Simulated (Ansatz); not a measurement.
`C[O][GeH2][C]#N` + `[CH3][GaH2]` → `[CH3][GaH][GeH2][C]#N` + CH₃OH  (formal exchange of groups at a Ge–O bond)

Gas-phase electronic energies from Ansatz, PBE0-D4/def2-TZVP geometries. CBS: MP2 limit from def2 TZ/QZ plus the TZ coupled-cluster correction, frozen cores. This one scheme is used for every species. DFT in def2-TZVPP. For Ga, Ge outer-core shells are correlated without core-valence functions, which leaves a few kJ/mol of doubt a bond. Scalar relativity is left out up to krypton. Each species was taken in one conformer, which may not be the lowest.

```tsv
level	ΔE (kJ/mol)	difference from CCSD(T)/CBS
PBE0-D4	-42.3	-8.9
ωB97X-V	-25.3	8.1
B2PLYP	-27.2	6.2
PBE	-42.8	-9.4
PBE0	-40.9	-7.5
HF/def2-TZVPP	-12.6	20.8
MP2/def2-TZVPP	-26.6	6.8
SCS-MP2/def2-TZVPP	-20.5	12.9
CCSD/def2-TZVPP	-27.4	6.0
HF/CBS(def2)	-10.5	22.9
CCSD(T)/CBS	-33.4	0
```

Largest T1 diagnostic among the species: 0.013.

In def2-TZVPP, CCSD(T) changes the Hartree–Fock value by −15.4 kJ/mol (the triples alone add −0.6 kJ/mol) and MP2 by −14.0 kJ/mol.
